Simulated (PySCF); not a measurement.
Compound: C7H10O2.
Cartesian coordinates in Å at the PBE0-D3(BJ)/def2-SVP level; atoms count from 1:
```
atom  x, y, z in Å
O1    -1.121    2.972    0.458
C2    -0.342    2.138    0.833
C3    -0.235    0.762    0.243
C4     0.933    0.619   -0.764
C5     1.227   -0.893   -0.643
C6     0.185   -1.317    0.404
C7    -1.214   -1.345   -0.232
C8    -1.510    0.166   -0.370
O9     0.120   -0.175    1.250
H10    0.399    2.338    1.649
H11    0.647    0.946   -1.773
H12    1.795    1.223   -0.442
H13    1.115   -1.435   -1.593
H14    2.244   -1.073   -0.268
H15    0.449   -2.203    0.995
H16   -1.229   -1.885   -1.190
H17   -1.932   -1.833    0.442
H18   -2.388    0.472    0.216
H19   -1.668    0.499   -1.404
```

Computed with PySCF at PBE0/def2-SVPD, non-relativistic, on one gas-phase PBE0-D3(BJ)/def2-SVP geometry that isn't relaxed in the solvent. The solvent is an IEF-PCM continuum (van der Waals radii × 1.2), and excitations are vertical TDDFT with non-equilibrium linear response and a frozen core. Only the electrostatic response of the medium enters.

Gas-phase singlets (H = HOMO, L = LUMO):

```csv
state,E (eV),λ (nm),f,leading configurations
S1,4.224,294,0.000,H→L 96%
S2,5.735,216,0.003,H-1→L 96%
S3,6.716,185,0.014,H-2→L 98%
S4,7.166,173,0.006,H→L+1 88%
S5,7.436,167,0.006,"H-3→L 60%, H-1→L+1 22%, H-4→L 12%"
```

Task: Give the list for tetrahydrofuran (ε = 7.426), n² = 1.97.

Result: 
```csv
state,E (eV),λ (nm),f,leading configurations,change by rank (eV)
S1,4.294,289,0.000,"H→L 90%, H-1→L 9%",+0.070
S2,5.585,222,0.004,"H-1→L 90%, H→L 9%",-0.150
S3,6.395,194,0.018,H-2→L 98%,-0.321
S4,7.209,172,0.011,"H-3→L 86%, H-4→L 12%",+0.043
S5,7.403,167,0.009,"H→L+1 80%, H→L+2 11%",-0.033
```

Task: What are the lowest 5 singlets in methanol (ε = 32.61)?

Result: 
```
state  E (eV)  λ (nm)      f  leading configurations  change by rank (eV)
   S1   4.310     288  0.000      H→L 87%, H-1→L 11%               +0.086
   S2   5.562     223  0.004      H-1→L 88%, H→L 11%               -0.173
   S3   6.339     196  0.017               H-2→L 98%               -0.377
   S4   7.165     173  0.010    H-3→L 88%, H-4→L 10%               -0.001
   S5   7.431     167  0.008    H→L+1 81%, H→L+2 12%               -0.005
```

Task: The ground-state energy changes by -0.264 eV from gas to methanol. By how much does the total energy of gas-phase S1 change?

Result: E(S1) = E(S0) + excitation energy, so it changes by -0.264 + 0.086 = -0.178 eV: it is lowered less than the ground state, which is what a blue shift means. This is the vertical state, with the slow part of the continuum still set for S0.

Task: How do the frontier levels move from gas to methanol?

Result: 
| orbital | gas (eV) | solvent (eV) | change (eV) | Löwdin shares, gas | Löwdin shares, solvent |
| --- | --- | --- | --- | --- | --- |
| LUMO+2 | 1.17 | 1.29 | +0.12 | C2 11 %, H15 9 %, O1 7 %, C4 6 % | O1 21 %, C2 16 %, H10 7 %, O9 5 % |
| LUMO+1 | 0.52 | 0.80 | +0.28 | C5 12 %, C7 9 %, C4 9 %, H13 8 % | O9 9 %, C5 8 %, C4 8 %, C2 8 % |
| LUMO | -0.98 | -1.08 | -0.10 | C2 41 %, O1 35 %, C3 6 %, H10 6 % | C2 42 %, O1 34 %, C3 6 %, H10 6 % |
| HOMO | -7.56 | -7.69 | -0.13 | O1 54 %, C2 15 %, C3 10 %, H10 8 % | O1 46 %, C2 14 %, O9 11 %, C3 10 % |
| HOMO-1 | -8.03 | -7.98 | +0.05 | O9 59 %, C8 6 %, C3 6 %, C6 6 % | O9 51 %, O1 8 %, C8 7 %, C3 7 % |
| HOMO-2 | -8.84 | -8.56 | +0.28 | C7 13 %, C8 13 %, C5 12 %, C4 11 % | C7 13 %, C8 12 %, C5 12 %, C4 12 % |
| HOMO-3 | -9.59 | -9.34 | +0.25 | C6 20 %, O9 17 %, C7 13 %, C5 11 % | C6 21 %, C7 14 %, C5 13 %, O9 11 % |

The HOMO–LUMO gap goes from 6.58 to 6.62 eV. Rows go by rank; for LUMO+1 and LUMO+2 the atom shares or the degeneracy differ between the runs, so the row needn't follow one orbital.

The run took about 70 s of CPU time (one thread, shared machine). This is the whole response run at PBE0/def2-SVPD in methanol, SCF included.
